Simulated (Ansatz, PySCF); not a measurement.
Reaction 4 R1 + R2 → 4 P1 + P2, each structure at its B3LYP-D3(BJ)/def2-TZVP stationary point, reached from a drawn start (curvature not checked).
P1: H2 (SMILES [H][H]), charge 0, multiplicity 1.
R1, HCl (SMILES Cl) (charge 0, multiplicity 1):
| atom | x (Å) | y (Å) | z (Å) |
|---|---|---|---|
| Cl | 0.0000 | 0.0000 | 0.6410 |
| H | 0.0000 | 0.0000 | -0.6410 |
R2: SiH4 (SMILES [SiH4]), charge 0, multiplicity 1.
P2: SiCl4 (SMILES Cl[Si](Cl)(Cl)Cl), charge 0, multiplicity 1.

```csv
level,reaction energy (kcal/mol),"minus CCSD(T)/CBS(cc-pV(T+d)Z, cc-pV(Q+d)Z)"
HF/cc-pV(Q+d)Z,-55.00,17.46
BLYP-D3(BJ)/def2-TZVPP,-71.49,0.97
BLYP-D4/def2-TZVPP,-72.67,-0.21
revPBE/def2-TZVPP,-65.70,6.76
r2SCAN/def2-TZVPP,-74.73,-2.27
B97M-V/def2-TZVPP,-71.70,0.77
B3LYP/def2-TZVPP,-62.21,10.26
B3LYP-D4/def2-TZVPP,-70.37,2.09
BHLYP/def2-TZVPP,-61.31,11.15
M06-2X/def2-TZVPP,-76.19,-3.73
CAM-B3LYP-D3(BJ)/def2-TZVPP,-65.72,6.74
wB97M-V/def2-TZVPP,-71.98,0.48
B2PLYP/def2-TZVPP,-67.15,5.31
B2PLYP-D3(BJ)/def2-TZVPP,-71.40,1.06
B2PLYP-D4/def2-TZVPP,-70.59,1.87
MP2/cc-pV(T+d)Z,-75.55,-3.09
SCS-MP2/cc-pV(Q+d)Z,-72.23,0.23
CCSD/cc-pV(Q+d)Z,-65.25,7.22
CCSD(T)/cc-pV(D+d)Z,-49.79,22.67
"CCSD(T)/CBS(cc-pV(T+d)Z, cc-pV(Q+d)Z)",-72.46,0.00
```

 The comparison column counts from a level with limits of its own.

P less R. No zero-point or thermal terms.

Cores are frozen in the correlated methods. CBS(a, b) extrapolates the correlation energy as X⁻³ and adds the Hartree–Fock energy of set b.

Codes used: Ansatz (Gaussian orbitals); PySCF for M06-2X and the D3/D4 terms. All values are computed, each at the level named.

Ansatz is an electronic-structure program.
